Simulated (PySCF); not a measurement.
SMILES CC([SiH2][SiH2][SiH3])(C)C (C₄H₁₆Si₃) at its GFN2-xTB optimised geometry (Å):

```
23

C     -0.9351    -1.5390    -1.2443
C     -0.4435    -0.8013     0.0000
C      1.0843    -0.8013     0.0000
C     -0.9398    -1.5399     1.2419
Si    -1.1057     1.0038     0.0000
Si    -0.3636     2.1916     1.8474
Si     1.9201     2.5344     2.0348
H     -2.0224    -1.5704    -1.2718
H     -0.5869    -1.0445    -2.1488
H     -0.5662    -2.5652    -1.2551
H      1.4720    -0.2737    -0.8698
H      1.4794    -0.3201     0.8945
H      1.4666    -1.8226    -0.0286
H     -0.5851    -2.5712     1.2434
H     -0.5824    -1.0599     2.1518
H     -2.0277    -1.5588     1.2716
H     -0.6542     1.6170    -1.2616
H     -2.5697     0.9087    -0.1259
H     -0.8605     1.5663     3.0872
H     -1.0492     3.4947     1.8453
H      2.5697     2.5712     0.7203
H      2.5833     1.4629     2.7863
H      2.2821     3.7818     2.7115
```

Computed with PBE0/def2-SVP (PySCF). Cells within 0.4 Å of a nucleus heavier than hydrogen are left out (blank, or x).

Map of the electron localisation function on the plane z = 0.0 Å:

```
|0000000000000000000000000000000|
|0000000000000000000000000000000|
|0000000000000000000000000000000|
|0000000000000000000001222100000|
|0000000000000000000013787510000|
|0000000000000000000028999951000|
|0000000000000000000049999982000|
|0000000000011111000059999994000|
|0000022111123331000049999993000|
|0000478763234543100017999971000|
|0003899998200153100001688730000|
|000699999907x113100000001100000|
|00089999990xx502100000000000000|
|000799999906x123000000000000000|
|0005999998301585112321000000000|
|0001689874479986434653100000000|
|0000011100278757853564100000000|
|0000000000145xx594xx43100000000|
|0000000000034xx594xx54100000000|
|0000000000025545767998410000000|
|0000000000013443269999830000000|
|0000000000000110059999961000000|
|0000000000000000029999960000000|
|0000000000000000007999830000000|
|0000000000000000001687300000000|
|0000000000000000000011000000000|
|0000000000000000000000000000000|
|0000000000000000000000000000000|
|0000000000000000000000000000000|
|0000000000000000000000000000000|
|0000000000000000000000000000000|
```
Scale: ten equal steps from 0.000 (start of '0') to 1.000 (end of '9'), in the order '0123456789'; x runs from -5.00 to 5.00, y from -5.00 (bottom) to 5.00 (top).
